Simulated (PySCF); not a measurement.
# Basis and Hamiltonian dependence of the excitation energy of Mo²⁺

Mo²⁺ [Kr] 4d4 (5D) → Mo²⁺ [Kr] 4d3 5s1 (5F). All values are computed (PySCF 2.14, energy differences of UHF-based or UKS calculations, no spin-orbit coupling). Values in eV.

| basis | Hamiltonian | functions | UHF | LDA | PBE0 | MP2 (valence) | CCSD(T) (valence) | CCSD(T) (valence and next inner shell) |
| --- | --- | --- | --- | --- | --- | --- | --- | --- |
| aug-cc-pVDZ-PP with ECP28MDF | ECP | 54 | 4.053 | 3.784 | 4.046 | 4.159 | 4.157 | n/a |
| def2-TZVPPD with the def2 core potential (28 electrons) | ECP | 56 | 3.922 | 3.712 | 3.962 | 4.099 | 4.101 | 3.951 |
| ANO-RCC-VTZP | spin-free X2C | 68 | 4.143 | 4.186 | 4.380 | 4.345 | 4.350 | 4.290 |
| aug-cc-pwCVDZ-PP with ECP28MDF | ECP | 70 | 3.923 | 3.708 | 3.968 | 4.103 | 4.105 | 3.838 |
| Sapporo-DKH3-TZP-2012 | spin-free X2C | 78 | 3.882 | n/a | n/a | n/a | n/a | 3.918 |
| x2c-TZVPPall | spin-free X2C | 79 | 3.980 | 4.022 | 4.203 | 4.171 | 4.175 | 4.081 |
| def2-QZVPPD with the def2 core potential (28 electrons) | ECP | 81 | 3.866 | 3.611 | 3.879 | 4.055 | 4.055 | 3.918 |
| aug-cc-pVTZ-PP with ECP28MDF | ECP | 88 | 3.894 | 3.641 | 3.910 | 4.059 | 4.057 | n/a |
| x2c-TZVPPall with one added diffuse shell each of s, p, d, f type | spin-free X2C | 95 | 3.967 | 3.990 | 4.178 | 4.153 | 4.157 | 4.058 |
| aug-cc-pVTZ-DK | spin-free X2C | 102 | 3.884 | 3.822 | 4.039 | 4.046 | 4.044 | n/a |
| x2c-QZVPPall | spin-free X2C | 111 | 3.899 | 3.879 | 4.080 | 4.082 | 4.082 | n/a |
| aug-cc-pVTZ-PP with one added diffuse shell each of s, p, d, f, g type with ECP28MDF | ECP | 113 | 3.893 | 3.641 | 3.910 | 4.059 | n/a | n/a |
| aug-cc-pwCVTZ-PP with ECP28MDF | ECP | 122 | 3.888 | 3.644 | 3.908 | 4.076 | n/a | n/a |

Frozen in the all-electron rows: valence: [Kr]; valence and next inner shell: [Ar] 3d10; with a core potential, the same shells as far as they lie outside it.
